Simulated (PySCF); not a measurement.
C₂Cl₃, SMILES Cl[C]=C(Cl)Cl, multiplicity 2. Atoms are numbered in the order given.

```xyz
5

Cl    -0.3536     2.3463     0.0000
C     -0.7651     0.7315     0.0000
C     -0.1152    -0.4192     0.0000
Cl     1.6286    -0.5241     0.0000
Cl    -0.9644    -1.9325     0.0000
```
Charge 0, spin multiplicity 2.

The structure is a stationary point at B3LYP-D3(BJ)/def2-SVP. The isomer is the one that the SMILES or the coordinates give; other isomers of the formula were not compared.

Two levels are set side by side: PBE/pcH-1 (PySCF) and PBE0/pcH-1 (PySCF). Contact hyperfine couplings, same geometry. Differences are taken from unrounded values.

```tsv
quantity	PBE0	PBE	PBE minus PBE0
A(iso) of 35Cl, atom Cl1 (MHz)	24.4	21.1	-3.3
A(iso) of 13C, atom C2 (MHz)	486.0	447.9	-38.1
A(iso) of 13C, atom C3 (MHz)	46.3	67.5	21.2
A(iso) of 35Cl, atom Cl4 (MHz)	6.6	9.2	2.5
A(iso) of 35Cl, atom Cl5 (MHz)	5.1	5.5	0.4
```

Rough cost on one machine, each run with all the roots and properties that it gave: PBE0 against PBE within a factor of 2.
